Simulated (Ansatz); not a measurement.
Computed with Ansatz on PBE0-D4/def2-TZVP structures; ΔE is electronic, products minus reactants. CCSD(T)/CBS adds triple-zeta CCSD(T) − MP2 to the extrapolated MP2 energy (def2 sets, frozen cores). This one scheme is used for every species. DFT in def2-TZVPP. B3LYP here is the variant with VWN-RPA as its local correlation; programs differ in this. HSE06 is defined as in plane-wave codes.

Reaction (hydrogenolysis of a C–Si bond): `CC([SiH3])(Cl)Cl` + H₂ → `CC(Cl)Cl` + SiH₄

```json
{"level": "LDA (SPW92)", "ΔE (kJ/mol)": "-30.3", "difference from CCSD(T)/CBS": "1.1"}
{"level": "revPBE-D4", "ΔE (kJ/mol)": "-25.0", "difference from CCSD(T)/CBS": "6.4"}
{"level": "BLYP-D4", "ΔE (kJ/mol)": "-29.9", "difference from CCSD(T)/CBS": "1.5"}
{"level": "r2SCAN-D4", "ΔE (kJ/mol)": "-32.5", "difference from CCSD(T)/CBS": "-1.1"}
{"level": "B3LYP-D4", "ΔE (kJ/mol)": "-35.6", "difference from CCSD(T)/CBS": "-4.2"}
{"level": "r2SCANh-D4", "ΔE (kJ/mol)": "-34.3", "difference from CCSD(T)/CBS": "-2.9"}
{"level": "r2SCAN0-D4", "ΔE (kJ/mol)": "-36.8", "difference from CCSD(T)/CBS": "-5.4"}
{"level": "HSE06-D4", "ΔE (kJ/mol)": "-36.1", "difference from CCSD(T)/CBS": "-4.7"}
{"level": "BHLYP-D4", "ΔE (kJ/mol)": "-41.1", "difference from CCSD(T)/CBS": "-9.7"}
{"level": "CAM-B3LYP-D4", "ΔE (kJ/mol)": "-41.7", "difference from CCSD(T)/CBS": "-10.3"}
{"level": "ωB97X-V", "ΔE (kJ/mol)": "-38.1", "difference from CCSD(T)/CBS": "-6.7"}
{"level": "ωB97M-V", "ΔE (kJ/mol)": "-34.0", "difference from CCSD(T)/CBS": "-2.6"}
{"level": "B2PLYP", "ΔE (kJ/mol)": "-43.2", "difference from CCSD(T)/CBS": "-11.8"}
{"level": "PBE-QIDH", "ΔE (kJ/mol)": "-38.3", "difference from CCSD(T)/CBS": "-6.9"}
{"level": "PBE", "ΔE (kJ/mol)": "-40.9", "difference from CCSD(T)/CBS": "-9.5"}
{"level": "revPBE", "ΔE (kJ/mol)": "-46.7", "difference from CCSD(T)/CBS": "-15.3"}
{"level": "BLYP", "ΔE (kJ/mol)": "-51.3", "difference from CCSD(T)/CBS": "-19.9"}
{"level": "r2SCAN", "ΔE (kJ/mol)": "-35.2", "difference from CCSD(T)/CBS": "-3.8"}
{"level": "PBE0", "ΔE (kJ/mol)": "-45.2", "difference from CCSD(T)/CBS": "-13.8"}
{"level": "B3LYP", "ΔE (kJ/mol)": "-52.6", "difference from CCSD(T)/CBS": "-21.2"}
{"level": "r2SCANh", "ΔE (kJ/mol)": "-37.2", "difference from CCSD(T)/CBS": "-5.8"}
{"level": "HSE06", "ΔE (kJ/mol)": "-44.9", "difference from CCSD(T)/CBS": "-13.5"}
{"level": "BHLYP", "ΔE (kJ/mol)": "-56.4", "difference from CCSD(T)/CBS": "-25.0"}
{"level": "CAM-B3LYP", "ΔE (kJ/mol)": "-51.4", "difference from CCSD(T)/CBS": "-20.0"}
{"level": "LC-ωPBE", "ΔE (kJ/mol)": "-46.0", "difference from CCSD(T)/CBS": "-14.6"}
{"level": "RPA@PBE/def2-TZVPP", "ΔE (kJ/mol)": "-36.9", "difference from CCSD(T)/CBS": "-5.5"}
{"level": "HF/def2-SVP", "ΔE (kJ/mol)": "-70.6", "difference from CCSD(T)/CBS": "-39.2"}
{"level": "MP2/def2-SVP", "ΔE (kJ/mol)": "-35.3", "difference from CCSD(T)/CBS": "-3.9"}
{"level": "CCSD/def2-SVP", "ΔE (kJ/mol)": "-47.7", "difference from CCSD(T)/CBS": "-16.3"}
{"level": "CCSD(T)/def2-SVP", "ΔE (kJ/mol)": "-42.4", "difference from CCSD(T)/CBS": "-11.0"}
{"level": "HF/def2-TZVPP", "ΔE (kJ/mol)": "-70.3", "difference from CCSD(T)/CBS": "-38.9"}
{"level": "MP2/def2-TZVPP", "ΔE (kJ/mol)": "-27.0", "difference from CCSD(T)/CBS": "4.4"}
{"level": "SCS-MP2/def2-TZVPP", "ΔE (kJ/mol)": "-35.8", "difference from CCSD(T)/CBS": "-4.4"}
{"level": "CCSD/def2-TZVPP", "ΔE (kJ/mol)": "-43.1", "difference from CCSD(T)/CBS": "-11.7"}
{"level": "HF/def2-QZVPP", "ΔE (kJ/mol)": "-70.1", "difference from CCSD(T)/CBS": "-38.7"}
{"level": "MP2/def2-QZVPP", "ΔE (kJ/mol)": "-24.2", "difference from CCSD(T)/CBS": "7.2"}
{"level": "SCS-MP2/def2-QZVPP", "ΔE (kJ/mol)": "-33.4", "difference from CCSD(T)/CBS": "-2.0"}
{"level": "HF/CBS(def2)", "ΔE (kJ/mol)": "-70.1", "difference from CCSD(T)/CBS": "-38.7"}
{"level": "MP2/CBS(def2)", "ΔE (kJ/mol)": "-22.3", "difference from CCSD(T)/CBS": "9.1"}
{"level": "CCSD/CBS(def2)", "ΔE (kJ/mol)": "-38.4", "difference from CCSD(T)/CBS": "-7.0"}
{"level": "CCSD(T)/CBS", "ΔE (kJ/mol)": "-31.4", "difference from CCSD(T)/CBS": "0"}
```

Largest T1 diagnostic among the species: 0.011.

The D4 term adds +17.0 kJ/mol with B3LYP and +9.2 kJ/mol with PBE0; it sums over pairs of atoms, weighted by their polarisabilities, and B3LYP, whose exchange is more repulsive, gets the larger term. Leaving LDA and LC-ωPBE aside and taking each functional with its dispersion term where it has one, the values spread over 18.2 kJ/mol, from B2PLYP to revPBE-D4. LDA lies +10.6 kJ/mol from PBE without D4. From BLYP to BHLYP (50 % exact exchange), in def2-TZVPP and without D4, ΔE moves by −5.1 kJ/mol.
